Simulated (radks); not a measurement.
Results of a calculation; reference values are marked as such.
Q: The mean radii <r> (bohr) of the occupied orbitals of an atom or ion are listed with their occupations. Code: a radial shooting solver on a logarithmic mesh with Libxc functionals. Model: scalar-relativistic Kohn-Sham, B86b exchange with PBE correlation, spin-polarised, spherical densities, point nucleus.

| orbital | occ. | <r> |
|---|---|---|
| 1s down | 1 | 0.05845 |
| 1s up | 1 | 0.05845 |
| 2s up | 1 | 0.2671 |
| 2s down | 1 | 0.2667 |
| 2p up | 3 | 0.2357 |
| 2p down | 3 | 0.2352 |
| 3s up | 1 | 0.8104 |
| 3s down | 1 | 0.8130 |
| 3p up | 3 | 0.8563 |
| 3p down | 3 | 0.8613 |
| 3d up | 5 | 1.064 |
| 3d down | 1 | 1.114 |

Name the element and its charge. Open shells, if any, are filled with parallel spins first.

A: Z = 26, iron, charge +2: Fe2+ in [Ar] 3d6. The 1s radius gives Z: for a bare nucleus <r> = (2 gamma + 1)/(2Z) with gamma = sqrt(1 - (Z/c)^2), 0.05699 bohr for Z = 26, and screening makes it slightly larger (0.05845 here). The occupations add up to 24, and the charge is Z minus that.
